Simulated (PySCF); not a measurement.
hex-3-yne (C6H10), SMILES CCC#CCC. Atoms are numbered in the order given.

```xyz
16

C      2.6520     0.0000    -0.8733
C      2.0701     0.0000     0.5485
C      0.6065     0.0000     0.5755
C     -0.6065     0.0000     0.5755
C     -2.0701     0.0000     0.5485
C     -2.6520     0.0000    -0.8733
H      2.3220     0.8891    -1.4322
H      3.7528     0.0000    -0.8426
H      2.3220    -0.8891    -1.4322
H      2.4437     0.8805     1.1014
H      2.4437    -0.8805     1.1014
H     -2.4437     0.8805     1.1014
H     -2.4437    -0.8805     1.1014
H     -2.3220    -0.8891    -1.4322
H     -3.7528     0.0000    -0.8426
H     -2.3220     0.8891    -1.4322
```
Charge 0, spin multiplicity 1.

Geometry optimised at B3LYP-D3(BJ)/def2-SVP.

The numbers are results of PBE/def2-TZVP run with PySCF, not measurements.

Problem. Estimate the frontier levels, gap, dipole moment and polarisability. (Estimate from the structure and the level; the computed values follow.)

Solution. 
```json
{
 "highest_occupied_level": "-5.84 eV",
 "lowest_empty_level": "0.15 eV",
 "orbital_gap": "5.99 eV",
 "dipole_moment": "0.12 D",
 "quadrupole, principal values (traceless, Buckingham form, about the centre of nuclear charge)": "-3.99, -2.57, 6.56 D·Å",
 "mean_static_polarisability": "76.3 bohr³ (11.31 Å³)",
 "polarisability_principal_values": "57.4, 64.4, 107.1 bohr³"
}
```
